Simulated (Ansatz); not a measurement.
```tsv
atom	x (Å)	y (Å)	z (Å)
C	1.6249	0.0000	0.0000
C	1.0131	1.2704	0.0000
C	-0.3616	1.5841	0.0000
C	-1.4640	0.7050	0.0000
C	-1.4640	-0.7050	0.0000
C	-0.3616	-1.5841	0.0000
C	1.0131	-1.2704	0.0000
H	2.7099	0.0000	0.0000
H	1.6896	2.1187	0.0000
H	-0.6030	2.6419	0.0000
H	-2.4415	1.1758	0.0000
H	-2.4415	-1.1758	0.0000
H	-0.6030	-2.6419	0.0000
H	1.6896	-2.1187	0.0000
```

Basis set: def2-SVP (spherical functions). Charge -1, multiplicity 1.

Computed with Ansatz (development build ahead of 0.2.0); each method stands on the lowest determinant of its kind that the runs found.

The vertical detachment energy (product with multiplicity 2 at the same shape, open shells in the same class of orbitals) of singlet C7H7(-):

```json
{"method": "PBE0 (restricted)", "detachment energy": "-0.38 eV"}
{"method": "UHF", "detachment energy": "-0.59 eV"}
{"method": "RHF", "detachment energy": "-1.30 eV"}
```

**Question.** What does PBE0 (unrestricted) give?

**Answer.** 0.18 eV. Caution: no diffuse functions for an anion. Caution for PBE0 (unrestricted), UHF: the unrestricted determinant is a mixture of spin states. Caution for PBE0 (restricted), UHF, RHF: a negative value means that the extra electron is not bound at this level. Caution for PBE0 (restricted), RHF: an unrestricted determinant lies well below. Caution for UHF: the unrestricted determinant is spin contaminated.
